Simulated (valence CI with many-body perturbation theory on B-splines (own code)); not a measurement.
# Energy levels of Os III

Method: valence CI with perturbative core correlation (CI+MBPT): six valence electrons over a frozen Dirac-Fock core [Xe] 4f14, a basis of 7 s, 7 p, 8 d, 6 f, 4 g, 1 h functions for each j, with the one-electron correlation potential Σ1, the two-electron term Σ2, the three-electron term Σ3, Breit, model QED; selected CI, second order for the rest, scaled by the run's own slope (own B-spline code, finite nucleus).

No measured spectrum was set against this ion. As an estimate, terms of the open shell hold to 2 to 4 % of their energy, and close levels can change places; different configurations can be misplaced against each other by 1,000 to 8,000 cm⁻¹. Among the levels kept, up to 2700 cm⁻¹ of a level comes from second order outside the variational space, and about a tenth of that is noise between levels of different J, which matters for small intervals. Only levels of the ground parity were solved; by the run's estimate the other parity begins above the list, which can be wrong where configurations are misplaced.

Levels 1 to 31 of 31, with energies above the lowest level, 5d6 5D_4. "Leading %" is the weight of the configuration and term that name the level; weights of strongly mixed levels are sums over their largest components and can fall short. Lifetimes count E1, E2, E3, M1 and M2 decay at the calculated energies, and are blank where another channel may lead or the interval is too uncertain; long ones can be off by a factor of two.

| No. | Configuration | Term | J | E (eV) | Leading % | Second component | Lifetime |
| --- | --- | --- | --- | --- | --- | --- | --- |
| 1 | 5d6 | 5D | 4 | 0.0000 | 82 | 11 % 5d6 3F |  |
| 2 | 5d5.6s | 7S | 3 | 0.4267 | 61 | 26 % 5d6 5D |  |
| 3 | 5d6 | 5D | 2 | 0.5043 | 67 | 17 % 5d6 3P |  |
| 4 | 5d6 | 5D | 3 | 0.5186 | 61 | 28 % 5d5.6s 7S |  |
| 5 | 5d6 | 5D | 1 | 0.7536 | 79 | 10 % 5d6 3P | 1.65 s |
| 6 | 5d6 | 5D | 0 | 0.7831 | 75 | 13 % 5d6 3P | 548 s |
| 7 | 5d6 | 3G | 4 | 1.591 | 24 | 22 % 5d6 3H | 100 ms |
| 8 | 5d6 | 3P | 2 | 1.915 | 41 | 23 % 5d6 5D | 40.7 ms |
| 9 | 5d6 | 3G | 5 | 1.981 | 53 | 42 % 5d6 3H | 951 ms |
| 10 | 5d6 | 3H | 6 | 2.091 | 83 | 13 % 5d6 1I |  |
| 11 | 5d6 | 3F | 3 | 2.156 | 40 | 31 % 5d6 3G | 104 ms |
| 12 | 5d6 | 3F | 2 | 2.326 | 75 | 11 % 5d6 1D | 169 ms |
| 13 | 5d6 | 1S | 0 | 2.410 | 54 | 17 % 5d6 3P | 42.2 ms |
| 14 | 5d6 | 3D | 1 | 2.535 | 64 | 10 % 5d6 3P | 87.0 ms |
| 15 | 5d6 | 3H | 4 | 2.673 | 55 | 33 % 5d6 3F |  |
| 16 | 5d6 | 3P | 2 | 2.674 | 32 | 31 % 5d6 3D |  |
| 17 | 5d6 | 3D | 3 | 2.733 | 46 | 13 % 5d6 3F | 62.3 ms |
| 18 | 5d6 | 3G | 4 | 2.812 | 56 | 17 % 5d6 1G |  |
| 19 | 5d5.6s | 5S | 2 | 2.813 | 63 | 13 % 5d6 3D |  |
| 20 | 5d6 | 3H | 5 | 2.908 | 54 | 37 % 5d6 3G | 157 ms |
| 21 | 5d6 | 3G | 3 | 3.004 | 41 | 38 % 5d6 3F | 112 ms |
| 22 | 5d5.6s | 5G | 2 | 3.244 | 64 | 15 % 5d5.6s 3F | 328 ms |
| 23 | 5d5.6s | 5G | 3 | 3.247 | 35 | 16 % 5d5.6s 5D | 83.5 ms |
| 24 | 5d5.6s | 5G | 4 | 3.426 | 71 | 8 % 5d5.6s 3F | 211 ms |
| 25 | 5d6 | 3P | 1 | 3.437 | 70 | 10 % 5d6 3D | 29.0 ms |
| 26 | 5d6 | 1I | 6 | 3.460 | 47 | 37 % 5d5.6s 5G |  |
| 27 | 5d5.6s | 5G | 5 | 3.547 | 85 | 5 % 5d5.6s 5F | 254 ms |
| 28 | 5d5.6s | 5G | 6 | 3.550 | 49 | 36 % 5d6 1I |  |
| 29 | 5d5.6s | 5G | 3 | 3.557 | 33 | 22 % 5d5.6s 5P | 37.5 ms |
| 30 | 5d6 | 3P | 0 | 3.618 | 81 | 9 % 5d5.6s 3P | 91.2 ms |
| 31 | 5d5.6s | 5D | 2 | 3.653 | 38 | 33 % 5d5.6s 5P | 33.0 ms |

Names give the largest LS component (configuration and term), which can be under half, so a name can repeat, a term be missing and a line seem to break the LS rules; names also repeat where a configuration has a term twice.

Where two levels of one J and parity lie close, their mixing, g and order are uncertain.

The ionisation energy to 5d5 6S_5/2 of the next ion comes out as 26.884 eV (NIST: 25 ± 1.6 eV (theoretical)). All 31 levels together are meant to be complete up to 3.713 eV.
